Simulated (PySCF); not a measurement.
(Br2Al-mu-Cl)2.
Structure used (PBE0-D3(BJ)/def2-SVP), in Å, numbered top down from 1:
```
atom  x, y, z in Å
Al1   -1.078   -0.495    1.074
Br2   -0.490   -2.006    2.608
Br3   -3.098    0.446    0.927
Cl4   -0.423   -1.232   -0.989
Al5    1.104    0.464   -1.085
Br6    0.419    1.975   -2.575
Br7    3.176   -0.365   -1.067
Cl8    0.528    1.128    1.023
```

The calculation used TDDFT CAM-B3LYP/def2-SVPD, vertical, gas phase, core orbitals frozen in the response (PySCF 2.14.0, density-fitted response routines). The geometry optimisation had not met its thresholds, so the values belong to a structure short of the stationary point. Relativistic effects, spin–orbit coupling among them, are left out although an element past zinc is present.

Kohn–Sham orbitals with the atoms that hold most of them (Löwdin shares over 4%, at most four atoms; ? is withheld):

| orbital | ε (eV) | atoms |
| --- | --- | --- |
| LUMO+2 | 0.17 | Al1 16%, Al5 16%, Cl8 14%, Cl4 14% |
| LUMO+1 | 0.03 | Cl4 18%, Cl8 18%, Al5 11%, Br7 11% |
| LUMO | -0.59 | ? |
| HOMO | ? | ? |
| HOMO-1 | -10.14 | Br2 43%, Br3 42%, Br6 6%, Br7 4% |
| HOMO-2 | -10.22 | Br6 28%, Br7 24%, Br2 19%, Br3 18% |
| HOMO-3 | -10.38 | Br2 31%, Br7 23%, Br3 21%, Br6 15% |

Question: Which atoms hold the LUMO, and with what shares?

Answer: Al1 (bonded to 2 Br and 2 Cl) 23%; Al5 (bonded to 2 Br and 2 Cl) 21%; Br3 (bonded to Al) 10%; Br2 (bonded to Al) 10%. By element: aluminium 44%, bromine 20% or more.

Question: Give the leading atoms of the HOMO.

Answer: Br6 (bonded to Al) 42%; Br7 (bonded to Al) 42%; Br2 (bonded to Al) 5%.

Question: What is the HOMO energy, and the HOMO–LUMO gap?

Answer: ε(HOMO) = -10.09 eV; the gap is 9.50 eV (0.3493 hartree).

Question: How does S1 compare with the orbital gap of 9.50 eV?

Answer: S1 is at 6.59 eV (f = 0.030), 2.92 eV below the gap, made of HOMO→LUMO (41%), HOMO-1→LUMO (26%), HOMO-1→LUMO+1 (21%). 

Next come S2 at 6.60 eV (f 0.0011), HOMO-1→LUMO (39%), HOMO→LUMO+1 (26%), HOMO→LUMO (23%); S3 at 6.68 eV (f 0.0000), HOMO-2→LUMO (65%), HOMO-3→LUMO+1 (20%); S4 at 6.75 eV (f 0.0000), HOMO-3→LUMO (55%), HOMO-2→LUMO+1 (30%); S5 at 6.91 eV (f 0.0006), HOMO-4→LUMO (70%), HOMO-7→LUMO+1 (18%).

Löwdin shares depend on the basis, the more so with diffuse functions.

The run took 19 min (with the writing of density and orbital grids) on an Intel Xeon at 2.50 GHz with one thread, no GPU, shared host, and the process peaked at 1.8 GiB of memory.

One conformer stands for the species.
